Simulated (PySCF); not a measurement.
# Spin states of RbCa⁺

Unrestricted PBE0; PySCF, scalar-relativistic core potentials, basis sets Rb def2-SVP with ECP28, Ca def2-SVP. Outer shells of the fragments: Rb+ closed shells only; Ca 4s2.

Followed along the bond (rough minima from three points):

```
2Ms+1  unpaired  ⟨S²⟩ at the start  R at minimum (Å)  Te (eV)
    1      none               0.00              4.33     0.00
    3  σ ↑, π ↑               2.00              4.03     1.66
    3      σ ↑↑               2.00  none in the scan   ≤ 1.19
```

Solutions found at the starting distance of 3.750 Å, counted from the lowest of them; the search is not exhaustive and high or unbound solutions are not listed, so other states can lie among these:

| 2Ms+1 | unpaired | term | E (eV) | ⟨S²⟩ | ⟨Lz²⟩ | μ (D) |
| --- | --- | --- | --- | --- | --- | --- |
| 1 | none | ¹Σ⁺ | 0.00 | 0.00 | 0.00 | 0.61 |
| 3 | σ ↑↑ | ³Σ⁺ | 1.39 | 2.00 | 0.00 | 1.14 |
| 3 | σ ↑, π ↑ | ³Π | 1.56 | 2.00 | 1.00 | 2.39 |
| 1 | σ ↑, π ↓ | mixed | 2.03 | 1.00 | 1.02 | 1.92 |
| 3 | σ ↑, δ ↑ | ³Δ | 2.15 | 2.00 | 4.00 | 0.35 |
| 1 | σ ↑, δ ↓ | mixed | 2.36 | 1.00 | 4.00 | 1.17 |

A term symbol is given only where ⟨S²⟩ and ⟨Lz²⟩ are close to those of a pure state; real π, δ and φ orbitals otherwise mix terms. A positive dipole points towards Ca; it is taken about the centre of mass and depends on that origin.

Counting both spins, an empty level lies below a filled one in some of these solutions, because spin and occupation are held.
